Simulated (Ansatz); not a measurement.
Job for Ansatz (a first-principles code): U-CCSD(T)/cc-pV(T+d)Z on SiC, 2S+1 = 3, a point of a bond scan (R = 1.542 Å). Files ending in .json are basis or fitting sets from the Basis Set Exchange.

Ansatz 0.2 input:
```yaml
crystal:
  periodic: [false, false, false]
  atoms:
    - {symbol: Si, position_ang: [-0.00000000, -0.00000000, -0.51408316]}
    - {symbol: C, position_ang: [0.00000000, 0.00000000, 1.02816631]}
basis:
  gaussian:
    orbitals: cc-pV_T+d_Z.json
magnetization: {spin_polarized: true, initial_magnetization: 2}
correlation: {method: ccsd_t, electrons: outside_noble_gas}
scf: {omitted_lower_state_checks: [cluster_reference]}
```

Question: What total energy does the run end on?

Answer: -326.8407 hartree (reference determinant -326.6196, T1 diagnostic 0.064). Its determinant has ⟨S²⟩ = 2.23, a mixture of spin states.
